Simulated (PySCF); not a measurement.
# Excitation energy of Os²⁺ by level of theory

Os²⁺ [Xe] 4f14 5d6 (5D) → Os²⁺ [Xe] 4f14 5d5 6s1 (7S), as a difference of total energies. Calculation: PySCF 2.14, in x2c-TZVPPall with one added diffuse shell each of s, p, d, f type (12s8p8d4f1g, 113 functions); the spin-free X2C one-electron Hamiltonian (Gaussian nucleus). Correlated levels: valence: [Xe] 4f14 frozen. The calculations carry no spin-orbit coupling.

| method | excitation energy (eV) |
| --- | --- |
| UHF | -0.519 |
| LDA | 0.106 |
| PBE | 0.034 |
| PBE0 | 0.103 |
| r2SCAN | -0.218 |
| MP2 (valence) | 0.060 |
| SCS-MP2 (valence) | 0.649 |

Q: How much does correlation contribute at MP2 (valence)?

A: 0.060 − (-0.519) = 0.579 eV, measured against UHF.

A first-order spin-orbit estimate (lowest level to lowest level, LS coupling) adds 0.460 eV.
